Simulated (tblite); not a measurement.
Species: C₇H₁₀ (charge -1 and doublet state).
Numbering: `[CH3:1][CH-:2][CH:3][CH2:4][C:5]1=[CH:6][CH2:7]1` (hydrogens: H8, H9, H10 on C1; H11 on C2; H12 on C3; H13, H14 on C4; H15 on C6; H16, H17 on C7)

Computed geometry: GFN2-xTB, gas phase. This method treats the open shell by occupation alone, without spin polarisation.

Some entries are withheld. Bonds in one row agree within 0.01 Å.

```json
{"coordinate": "C1–C2", "value": "?"}
{"coordinate": "C2–C3", "value": "1.362 Å"}
{"coordinate": "C3–C4", "value": "?"}
{"coordinate": "C4–C5", "value": "1.491 Å"}
{"coordinate": "C5=C6", "value": "?"}
{"coordinate": "C6–C7", "value": "?"}
{"coordinate": "C5–C7", "value": "1.499 Å"}
{"coordinate": "C1–H8, C1–H9", "value": "1.094 Å"}
{"coordinate": "C1–H10", "value": "1.099 Å"}
{"coordinate": "C2–H11", "value": "1.084 Å"}
{"coordinate": "C3–H12", "value": "1.085 Å"}
{"coordinate": "C4–H13, C4–H14", "value": "1.101 Å"}
{"coordinate": "C6–H15", "value": "1.080 Å"}
{"coordinate": "C7–H16, C7–H17", "value": "1.100 Å"}
{"coordinate": "C1–C2–C3", "value": "124.3°"}
{"coordinate": "C2–C3–C4", "value": "124.6°"}
{"coordinate": "C3–C4–C5", "value": "108.4°"}
{"coordinate": "C4–C5–C6", "value": "141.0°"}
{"coordinate": "C4–C5–C7", "value": "134.2°"}
{"coordinate": "C6–C5–C7", "value": "?"}
{"coordinate": "C5–C6–C7", "value": "?"}
{"coordinate": "C5–C7–C6", "value": "?"}
```

Fill in the missing values.

- C1–C2 = 1.497 Å, drawn single (ends: carbon bonded to C and 3 H; carbon bonded to 2 C and H); 0.01 Å above the sum of covalent radii, 1.49 Å.
- C3–C4 = 1.491 Å, drawn single (ends: carbon bonded to 2 C and H; carbon bonded to 2 C and 2 H); equal to the sum of covalent radii, 1.49 Å.
- C5=C6 = 1.384 Å, drawn double (ends: carbon bonded to 3 C; carbon bonded to 2 C and H); 0.08 Å below the sum of covalent radii, 1.46 Å.
- C6–C7 = 1.503 Å, drawn single (ends: carbon bonded to 2 C and H; carbon bonded to 2 C and 2 H); 0.01 Å above the sum of covalent radii, 1.49 Å.
- C6–C5–C7 = 62.7°, at the carbon bonded to 3 C, inside a 3-membered ring; the outer atoms are 1.503 Å apart.
- C5–C6–C7 = 62.4°, at the carbon bonded to 2 C and H, inside a 3-membered ring; the outer atoms are 1.499 Å apart.
- C5–C7–C6 = 54.9°, at the carbon bonded to 2 C and 2 H, inside a 3-membered ring; the outer atoms are 1.384 Å apart.

Radii are Cordero's, carbon taken as 0.76, 0.73 or 0.69 Å for four, three, and two or fewer neighbours.

Its GFN2-xTB frequencies are all real (lowest 58 cm⁻¹). Whether the extra electron is bound in the gas phase wasn't checked; a finite basis holds it in any case. Torsions: C1–C2–C3–C4 -163°, C2–C3–C4–C5 98°, C3–C4–C5–C6 -45°. 3 starts were optimised and ended at 0.00, 0.37 and 1.26 kcal/mol (GFN2-xTB); the lowest of these is shown.

One conformer stands for the species.
